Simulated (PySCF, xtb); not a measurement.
BFH, SMILES [BH]F (connectivity only; charge and spin as stated), charge +1, multiplicity 1.

GFN2-xTB in xtb at its own geometry gives an orbital gap of 5.87 eV.

The structure is a stationary point at PBE0-D3(BJ)/def2-TZVPD. The multiplicity is an assumed one; other spin states were not compared. The isomer is the one that the SMILES or the coordinates give; other isomers of the formula were not compared.

**Question.** What does B3LYP/def2-TZVPD (PySCF) give? (The exact figures need the calculation; the answer reports its results.)

**Answer.** gap 12.19 eV (levels -21.96 and -9.77 eV).
